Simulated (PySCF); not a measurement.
# Al³⁺ (aluminium, charge +3) across methods

[Ne], closed-shell 1S. All numbers are calculated (PySCF 2.14, scalar relativity by spin-free X2C-1e, in aug-cc-pCVTZ-DK (8s7p5d3f, 75 functions)).

```tsv
method	E (hartree)	mean ε 1s (eV)	mean ε 2s (eV)	mean ε 2p (eV)	Σ⟨r²⟩ (bohr²)	⟨S²⟩
UHF	-240.43198	-1630.3	-167.91	-121.69	3.628	0.000
revPBE	-240.7944	-1546.6	-142.69	-104.05	3.675	0.000
r2SCAN	-240.8280	-1556.3	-146.04	-105.71	3.649	0.000
PW91	-240.8138	-1547.0	-142.72	-104.31	3.676	0.000
TPSSh	-240.8595	-1560.5	-146.46	-106.37	3.661	0.000
LDA	-239.7756	-1539.3	-141.98	-104.20	3.688	0.000
PBE0	-240.7283	-1567.4	-149.26	-108.83	3.661	0.000
PBE	-240.7009	-1546.2	-142.61	-104.11	3.678	0.000
```

Estimate the same row for M06.

E (hartree) = -240.8567; mean ε 1s (eV) = -1567.4; mean ε 2s (eV) = -150.07; mean ε 2p (eV) = -109.27; Σ⟨r²⟩ (bohr²) = 3.644; ⟨S²⟩ = 0.000.
